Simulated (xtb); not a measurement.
C3H9B3O3, charge -1, doublet, geometry from GFN2-xTB (a state made from the parent by changing its charge; the spin is typed, not shown lowest); GFN1-xTB (xtb).

xtb was given this input:
```
$ xtb mol.xyz --gfn 1 --chrg -1 --uhf 1 --ohess --json

# file mol.xyz
18

C     -1.88263187    -2.25884204    -0.38435433
B     -0.90379848    -0.99872182    -0.09120778
O      0.47599836    -1.28150983    -0.06345170
B      1.33020729    -0.18054923     0.14340972
C      2.92066292    -0.49970419     0.12009244
O      0.88834620     1.03540238     0.38276883
B     -0.55303012     1.36862306     0.49315428
C     -0.95757719     2.71596764    -0.35332957
O     -1.39561160     0.19893558     0.14290532
H     -1.64898138    -2.72119801    -1.34237772
H     -2.92745075    -1.95594686    -0.40064314
H     -1.76618271    -3.02849623     0.37815295
H      3.21769911    -0.93884606    -0.83127412
H      3.18616817    -1.21476873     0.89825374
H      3.50985185     0.40162291     0.27540875
H     -2.00870109     2.97697420    -0.21890442
H     -0.36453224     3.57912747    -0.04623218
H     -0.79735130     2.58761777    -1.43139583
```

What the program printed (banner, timings and long lists left out):

```
   ID    Z sym.   atoms
    1    6 C      1, 5, 8
    2    5 B      2, 4, 7
    3    8 O      3, 6, 9
    4    1 H      10-18

           -------------------------------------------------
          |                Calculation Setup                |
           -------------------------------------------------

           -------------------------------------------------
          |                 G F N 1 - x T B                 |
           -------------------------------------------------

          ...................................................
          :                      SETUP                      :
          :.................................................:
          :  # basis functions                  54          :
          :  # atomic orbitals                  54          :
          :  # shells                           36          :
          :  # electrons                        49          :
          :  # halogen bonds                     0          :
          :  max. iterations                   250          :
          :  Hamiltonian                  GFN1-xTB          :
          :  restarted?                      false          :
          :  GBSA solvation                  false          :
          :  PC potential                    false          :
          :  electronic temp.          300.0000000     K    :
          :  accuracy                    1.0000000          :
          :  -> integral cutoff          0.2500000E+02      :
          :  -> integral neglect         0.1000000E-07      :
          :  -> SCF convergence          0.1000000E-05 Eh   :
          :  -> wf. convergence          0.2000000E-04 e    :
          :  Broyden damping             0.4000000          :
          :  net charge                         -1          :
          :  unpaired electrons                  1          :
          ...................................................

 iter      E             dE          RMSdq      gap      omega  full diag
   1    -30.0679645 -0.300680E+02  0.928E+00    1.70       0.0  T
   2    -30.2473882 -0.179424E+00  0.533E+00    1.35       1.0  T
   3    -30.2460339  0.135422E-02  0.142E+00    1.01       1.0  T
   4    -30.2488387 -0.280476E-02  0.608E-01    1.53       1.0  T
   5    -30.2543461 -0.550740E-02  0.208E-01    1.33       1.0  T
   6    -30.2550139 -0.667811E-03  0.188E-02    1.24       1.3  T
   7    -30.2550157 -0.177170E-05  0.983E-03    1.23       2.4  T
   8    -30.2550174 -0.165688E-05  0.105E-03    1.23      22.4  T
   9    -30.2550174 -0.133566E-07  0.403E-04    1.23      58.5  T
  10    -30.2550174 -0.338093E-08  0.497E-05    1.23     474.2  T
  11    -30.2550174  0.192131E-10  0.574E-05    1.23     410.8  T

   *** convergence criteria satisfied after 11 iterations ***

         :::::::::::::::::::::::::::::::::::::::::::::::::::::
         ::                     SUMMARY                     ::
         :::::::::::::::::::::::::::::::::::::::::::::::::::::
         :: total energy             -29.980466388609 Eh    ::
         :: gradient norm              0.047610208522 Eh/a0 ::
         :: HOMO-LUMO gap              1.232657232139 eV    ::
         ::.................................................::
         :: SCC energy               -30.255017369639 Eh    ::
         :: -> electrostatic           0.218969347287 Eh    ::
         :: repulsion energy           0.280854375947 Eh    ::
         :: dispersion energy         -0.006303394918 Eh    ::
         :: halogen bond corr.         0.000000000000 Eh    ::
         :: add. restraining           0.000000000000 Eh    ::
         :: total charge              -1.000000000000 e     ::
         :::::::::::::::::::::::::::::::::::::::::::::::::::::

      -----------------------------------------------------------
     |                   =====================                   |
     |                        A N C O P T                        |
[...]
 * total energy  :   -29.9804664 Eh     change       -0.5690026E-10 Eh
 * total energy  :   -29.9827139 Eh     change       -0.2247499E-02 Eh
 * total energy  :   -29.9831852 Eh     change       -0.4712994E-03 Eh
 * total energy  :   -29.9832445 Eh     change       -0.5927481E-04 Eh
 * total energy  :   -29.9832718 Eh     change       -0.2738334E-04 Eh
 * total energy  :   -29.9832833 Eh     change       -0.1147444E-04 Eh
 * total energy  :   -29.9832874 Eh     change       -0.4048430E-05 Eh
   *** GEOMETRY OPTIMIZATION CONVERGED AFTER 7 ITERATIONS ***
         :: total energy             -29.983287367699 Eh    ::
[...]
 output can be read by thermo (or use thermo option).
 writing <g98.out> molden fake output.
 recommended (thermochemical) frequency scaling factor: 1.0
           -------------------------------------------------
          |             Thermodynamic Functions             |
           -------------------------------------------------

cs  symmetry found (for desy threshold:  0.10E+00) used in thermo

          ...................................................
          :                      SETUP                      :
          :.................................................:
          :  # frequencies                          48      :
          :  # imaginary freq.                       0      :
          :  linear?                             false      :
          :  only rotor calc.                    false      :
          :  symmetry                               cs      :
          :  rotational number                       1      :
          :  scaling factor                  1.0000000      :
          :  rotor cutoff                   50.0000000 cm⁻¹ :
          :  imag. cutoff                  -20.0000000 cm⁻¹ :
          :.................................................:

    mode    ω/cm⁻¹     T·S(HO)/kcal·mol⁻¹    T·S(FR)/kcal·mol⁻¹   T·S(vib)
   ------------------------------------------------------------------------
       1     33.20    -1.67804 ( 16.28%)    -1.17743 ( 83.72%)    -1.25894
       2     33.75    -1.66835 ( 17.20%)    -1.17258 ( 82.80%)    -1.25783
       3     80.91    -1.15345 ( 87.27%)    -0.91381 ( 12.73%)    -1.12295
       4     88.75    -1.09938 ( 90.85%)    -0.88641 (  9.15%)    -1.07989
       5    102.91    -1.01327 ( 94.72%)    -0.84260 (  5.28%)    -1.00426
       6    109.80    -0.97568 ( 95.88%)    -0.82340 (  4.12%)    -0.96940
       7    201.80    -0.63106 ( 99.62%)    -0.64315 (  0.38%)    -0.63111
       8    221.60    -0.58020 ( 99.74%)    -0.61543 (  0.26%)    -0.58029
   ------------------------------------------------------------------------

   temp. (K)  partition function   enthalpy   heat capacity  entropy
                                   cal/mol     cal/K/mol   cal/K/mol   J/K/mol
 298.15  VIB  0.201E+05             5440.090     31.406     34.936
         ROT  0.544E+06              888.752      2.981     29.225
         INT  0.109E+11             6328.842     34.387     64.161
         TR   0.136E+28             1481.254      4.968     40.378
         TOT                        7810.0964    39.3551   104.5384   437.3885

       T/K    H(0)-H(T)+PV         H(T)/Eh          T*S/Eh         G(T)/Eh
   ------------------------------------------------------------------------
    298.15    0.124462E-01    0.145279E+00    0.496696E-01    0.956095E-01
   ------------------------------------------------------------------------

         :::::::::::::::::::::::::::::::::::::::::::::::::::::
         ::                  THERMODYNAMIC                  ::
         :::::::::::::::::::::::::::::::::::::::::::::::::::::
         :: total free energy         -29.887677876978 Eh   ::
         ::.................................................::
         :: total energy              -29.983287367699 Eh   ::
         :: zero point energy           0.132832860737 Eh   ::
         :: G(RRHO) w/o ZPVE           -0.037223370016 Eh   ::
         :: G(RRHO) contrib.            0.095609490721 Eh   ::
         :::::::::::::::::::::::::::::::::::::::::::::::::::::

optimized geometry written to: xtbopt.xyz

           -------------------------------------------------
          | TOTAL ENERGY              -29.983287367699 Eh   |
          | TOTAL ENTHALPY            -29.838008326088 Eh   |
          | TOTAL FREE ENERGY         -29.887677876978 Eh   |
          | GRADIENT NORM               0.000601629447 Eh/α |
          | HOMO-LUMO GAP               1.490303128451 eV   |
           -------------------------------------------------

normal termination of xtb
```
